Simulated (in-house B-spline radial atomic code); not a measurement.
Binding energies in Ag VII (Ag6+)

NIST's tabulated ground configuration is [Kr] 4d5; each binding energy is the energy of the ion with one electron taken from that subshell, relaxed, less that of the parent. All numbers are computed (Dirac-Hartree-Fock, average of configuration; Fermi nucleus of rms radius 4.5454 fm) with an all-electron radial atomic-structure program (B-spline basis), not measured. Energies include first-order Breit, QED and recoil terms.

| subshell | X-ray name | binding energy (eV) | -ε (eV) | relaxation (eV) |
| --- | --- | --- | --- | --- |
| 1s | K | 25629 | 25765.9 | 58.3 |
| 2s | L1 | 3929.3 | 3966.0 | 28.8 |
| 2p1/2 | L2 | 3641.6 | 3681.2 | 32.0 |
| 2p3/2 | L3 | 3468.7 | 3505.0 | 31.0 |
| 3s | M1 | 835.1 | 846.0 | 9.7 |
| 3p1/2 | M2 | 720.4 | 731.6 | 10.1 |
| 3p3/2 | M3 | 689 | 699.4 | 9.7 |
| 4s | N1 | 208.8 | 210.8 | 1.8 |
| 4p1/2 | N2 | 168.8 | 170.6 | 1.6 |
| 4p3/2 | N3 | 163.1 | 164.7 | 1.5 |
| 4d | N4,5 | 103.6 | 104.7 | 1.1 |

Relaxation = -ε minus the binding energy without Breit, QED and recoil terms.

Emission lines follow as differences of binding energies, with λ = 12398.42 eV·Å / E:

| line | holes | energy (eV) | wavelength (Å) |
| --- | --- | --- | --- |
| K-L3 | 1s → 2p3/2 | 22160.3 | 0.55949 |
| K-L2 | 1s → 2p1/2 | 21987.4 | 0.56389 |
| K-M3 | 1s → 3p3/2 | 24940.0 | 0.49713 |
| L1-M3 | 2s → 3p3/2 | 3240.3 | 3.8263 |
| L3-M1 | 2p3/2 → 3s | 2633.6 | 4.7078 |

(1) What screening constant σ does Moseley's law, E = (3/4)·13.6057 eV·(Z - σ)², need for K-L3?

Moseley's non-relativistic formula needs a falling, then negative, screening constant for heavy elements, because relativity binds the 1s electron more strongly than the formula allows.

(2) What does it cost to remove two 1s electrons?

(3) What does it cost to remove both a 2s and a 4p1/2 electron?

(4) What does it cost to remove both a 1s and a 3p3/2 electron?

## Answers

(1) σ = 0.40.

(2) 52007 eV, which is 749 eV more than the two single binding energies together.

(3) 4125.7 eV, which is 27.58 eV more than the two single binding energies together.

(4) 26383 eV, which is 64.81 eV more than the two single binding energies together.
